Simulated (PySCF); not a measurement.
Continuum solvent and chemical shifts

Structure with atom numbers: `[CH3:1][C:2](=[O:3])[c:4]1[cH:5][cH:6][c:7]([NH3+:8])[cH:9][cH:10]1` (H(Xn): hydrogen on atom n).

GIAO PBE0/pcSseg-1 in PySCF on one PBE0-D3(BJ)/def2-SVP conformer, non-relativistic, equivalent nuclei averaged. Solvents enter as an IEF-PCM continuum (chloroform with ε = 4.7, water with ε = 78.4) around the gas-phase geometry. Shifts are referred to TMS computed in the same medium.

In chloroform, δ in ppm: C2 200.5, C4 144.5, C5/C10 139.2, C7 135.4, C6/C9 129.3, C1 28.2, H(C5)/H(C10) 8.64, H(C6)/H(C9) 7.91, H(N8) 6.41, H(C1) 2.83. Dipole moment 16.65 D.

(1) How does each δ change in the more polar medium?

(2) Which nuclei move most (in ppm), and what does the model miss?

Results:

(1) 
```json
{"atoms": "C2", "environment": "ketone carbonyl carbon", "Δδ, water": "+2.4"}
{"atoms": "C4", "environment": "substituted aromatic carbon", "Δδ, water": "-0.7"}
{"atoms": "C5/C10", "environment": "aromatic CH", "Δδ, water": "-0.5"}
{"atoms": "C7", "environment": "aromatic carbon bearing nitrogen", "Δδ, water": "+3.5"}
{"atoms": "C6/C9", "environment": "aromatic CH", "Δδ, water": "+1.6"}
{"atoms": "C1", "environment": "methyl carbon α to a carbonyl", "Δδ, water": "+0.5"}
{"atoms": "H(C5)/H(C10)", "environment": "hydrogen on an aromatic CH", "Δδ, water": "-0.06"}
{"atoms": "H(C6)/H(C9)", "environment": "hydrogen on an aromatic CH", "Δδ, water": "+0.14"}
{"atoms": "H(N8)", "environment": "hydrogen on an ammonium nitrogen", "Δδ, water": "+0.17"}
{"atoms": "H(C1)", "environment": "hydrogen on a methyl carbon α to a carbonyl", "Δδ, water": "0.00"}
```

Changes are relative to chloroform. The dipole moment becomes 17.79 D in water.

(2) C7 (aromatic carbon bearing nitrogen, +3.5 ppm) in water. A continuum only polarises the solute; specific hydrogen bonds, the anisotropy of aromatic solvents and changes of geometry or conformer are outside it, as are counter-ions.
